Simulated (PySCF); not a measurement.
Species: C6H7ClO (charge +1 and doublet state).
Cartesian coordinates in Å at the GFN2-xTB level; atoms count from 1:
```
atom  x, y, z in Å
O1     0.9788    1.7395    1.0946
C2     0.0865    1.8692    0.3396
C3    -0.7913    0.6567   -0.1510
C4    -0.0464    0.1558   -1.3161
C5     0.7224   -0.9225   -0.9594
Cl6    1.7484   -1.7621   -1.9828
C7     0.5297   -1.2635    0.4744
C8    -0.7165   -0.4756    0.8752
H9    -0.2254    2.8191   -0.1181
H10   -1.7868    1.0457   -0.3637
H11   -0.0731    0.6161   -2.2890
H12    1.4023   -0.9190    1.0466
H13    0.4567   -2.3367    0.6570
H14   -1.6091   -1.0960    0.7680
H15   -0.6806   -0.1187    1.9028
```

The hyperfine couplings belong to this conformer and change with its torsions.

As a line formula: `O=C[C@H]1[CH+][C](Cl)CC1` [radical] (charge +1).

Method used: UKS B3LYP, pcH-1 on C Cl H O, non-relativistic, mean-field spin-orbit, GIAO in PySCF. The structure is a single GFN2-xTB conformer in the gas phase; no vibrational or solvent corrections. A GFN2-xTB geometry isn't a minimum of the functional, and hyperfine couplings can be far from their values at a DFT geometry, by a factor of two or more for some ions and for spin on atoms past the first row. Stability of the SCF solution: not tested.

Principal values of hyperfine tensors in MHz (contact, dipolar and spin–orbit terms together), for some of the nuclei:

```csv
atom,isotope,A1,A2,A3
H9,1H,120.90,124.02,132.47
H12,1H,86.41,88.17,95.21
H13,1H,59.24,60.63,68.09
H10,1H,49.29,51.69,63.24
H14,1H,20.80,21.52,25.70
C2,13C,2.34,8.19,33.82
C4,13C,-12.95,-10.58,63.92
O1,17O,-82.33,20.65,22.25
```

Question: Give the isotropic coupling of each nucleus in MHz and in mT (g = 2.0083), and the anisotropic part.

Answer: a_iso = (A1 + A2 + A3)/3, Ti = Ai − a_iso; 1 mT corresponds to 28.109 MHz. The tensors hold a spin–orbit part: the run splits a_iso into a_FC + a_SO, and T includes its anisotropic share.

| atom | a_iso (MHz) | a_FC | a_SO | a_iso (mT) | T1 | T2 | T3 |
| --- | --- | --- | --- | --- | --- | --- | --- |
| H9 | 125.80 | 125.80 | -0.01 | 4.475 | -4.90 | -1.78 | 6.67 |
| H12 | 89.93 | 89.92 | 0.01 | 3.199 | -3.52 | -1.76 | 5.28 |
| H13 | 62.65 | 62.63 | 0.02 | 2.229 | -3.41 | -2.03 | 5.44 |
| H10 | 54.74 | 54.73 | 0.01 | 1.947 | -5.45 | -3.05 | 8.50 |
| H14 | 22.68 | 22.68 | 0.00 | 0.807 | -1.87 | -1.15 | 3.03 |
| C2 | 14.78 | 14.84 | -0.05 | 0.526 | -12.45 | -6.59 | 19.04 |
| C4 | 13.47 | 13.67 | -0.20 | 0.479 | -26.42 | -24.04 | 50.46 |
| O1 | -13.14 | -13.08 | -0.06 | -0.468 | -69.19 | 33.80 | 35.39 |

Question: What spin density at the nucleus of H10 lies behind its contact coupling (g_N = 5.58569)?

Answer: a_FC = 800.24 MHz bohr³ × g_N × ρ(0)/(2S). With a_FC = 54.73 MHz and 2S = 1, ρ(0) = 0.01224 bohr⁻³. In magnitude that is 3.8 % of the 1/π = 0.318 of a free hydrogen atom.

Question: H11 (1H, g_N = 5.58569) isn't in the table. Its spin density at the nucleus is -0.00458 bohr⁻³. What is its contact coupling?

Answer: By the same relation, a_FC = -20.5 MHz. Its full tensor has the principal values -32.39, -22.87, -6.23 MHz.

Question: Which nucleus of the table has the largest anisotropic coupling, and what is its form?

Answer: O1: -69.2, 33.8, 35.4 MHz (the dipolar term alone has -69.3, 33.9, 35.3), nearly axial, close to the ratio +1:+1:−2.

Question: In a single crystal, with the field along each principal axis of the tensor of H13 in turn, what first-order splitting does this nucleus give (isotropic g, quadrupole terms neglected)?

Answer: 2 lines (I = 1/2), spaced by |A_i|/(g × 13.996): 2.11, 2.16, 2.42 mT along the axes of A1, A2 and A3.

Hardware: an Arm Neoverse V2 with one thread, shared host with 96 logical CPUs at a one-minute load of 25. Cost: 78 s (with the writing of density and orbital grids), 1.1 GiB resident at most.

The SMILES draws the unpaired electron on C5; the largest computed Mulliken spin population is on C4 (0.30 against 0.18).
